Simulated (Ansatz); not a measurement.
Sr2O2⁻, 4 atoms. Hardware: 2 threads of Arm Neoverse V2 on a shared host.

In the def2 sets Sr takes a core potential; there is no spin–orbit coupling. Correlated methods freeze 2 core orbitals; core or outer-core shells of Sr are correlated, in sets that lack core-valence functions.

How many basis functions does each of these Ansatz runs have, and roughly what does it cost? PBE with 15 % exact exchange/def2-TZVPD, charge -1 quartet, energy, from earlier orbitals; PBE with 5 % exact exchange/def2-TZVPD, charge -1 doublet, energy, from earlier orbitals; PBE with 50 % exact exchange/def2-TZVPD, charge -1 doublet, energy, from earlier orbitals; PBE with 35 % exact exchange/def2-TZVPD, charge -1 doublet, energy, from earlier orbitals; PBE-D4/def2-TZVPD, charge -1 quartet, energy, from earlier orbitals; LC-ωPBE/def2-TZVPD, charge -1 doublet, energy, from earlier orbitals; PBE-D4/def2-TZVPD, charge 0 singlet at the geometry of the charge -1 doublet, energy, from earlier orbitals; PBE0-D4/def2-SVPD, charge -1 doublet, energy, from earlier orbitals; PBE with 10 % exact exchange/def2-TZVPD, charge -1 quartet, energy, from earlier orbitals; r2SCAN-D4/def2-TZVPD, charge 0 singlet at the geometry of the charge -1 doublet, energy, from earlier orbitals; r2SCAN-D4/def2-TZVPD, charge 0 triplet at the geometry of the charge -1 doublet, energy, from earlier orbitals; CCSD(T)/def2-TZVPPD, charge 0 singlet at the geometry of the charge -1 doublet, energy, from earlier orbitals.

Other jobs shared the machine, so times can vary by a factor of up to 3. A dash marks memory too small to be measured apart from the calling script's.

| run | functions | fitting or Cholesky vectors | wall time | peak host memory (GiB) |
| --- | --- | --- | --- | --- |
| PBE-D4/def2-TZVPD, charge 0 singlet at the geometry of the charge -1 doublet, energy, from earlier orbitals | 146 | 994 | 1.7 s | – |
| PBE-D4/def2-TZVPD, charge -1 quartet, energy, from earlier orbitals | 146 | 994 | 3.3 s | – |
| r2SCAN-D4/def2-TZVPD, charge 0 singlet at the geometry of the charge -1 doublet, energy, from earlier orbitals | 146 | 994 | 3.5 s | – |
| PBE0-D4/def2-SVPD, charge -1 doublet, energy, from earlier orbitals | 98 | 962 | 3.7 s | – |
| PBE with 5 % exact exchange/def2-TZVPD, charge -1 doublet, energy, from earlier orbitals | 146 | 994 | 4 s | – |
| PBE with 35 % exact exchange/def2-TZVPD, charge -1 doublet, energy, from earlier orbitals | 146 | 1060 | 4.1 s | – |
| PBE with 15 % exact exchange/def2-TZVPD, charge -1 quartet, energy, from earlier orbitals | 146 | 994 | 4.2 s | – |
| PBE with 50 % exact exchange/def2-TZVPD, charge -1 doublet, energy, from earlier orbitals | 146 | 1094 | 4.2 s | – |
| PBE with 10 % exact exchange/def2-TZVPD, charge -1 quartet, energy, from earlier orbitals | 146 | 994 | 4.5 s | – |
| LC-ωPBE/def2-TZVPD, charge -1 doublet, energy, from earlier orbitals | 146 | 994 | 11 s | – |
| r2SCAN-D4/def2-TZVPD, charge 0 triplet at the geometry of the charge -1 doublet, energy, from earlier orbitals | 146 | 994 | 20 s | – |
| CCSD(T)/def2-TZVPPD, charge 0 singlet at the geometry of the charge -1 doublet, energy, from earlier orbitals | 160 | 1004 | 56 s | 1.5 |
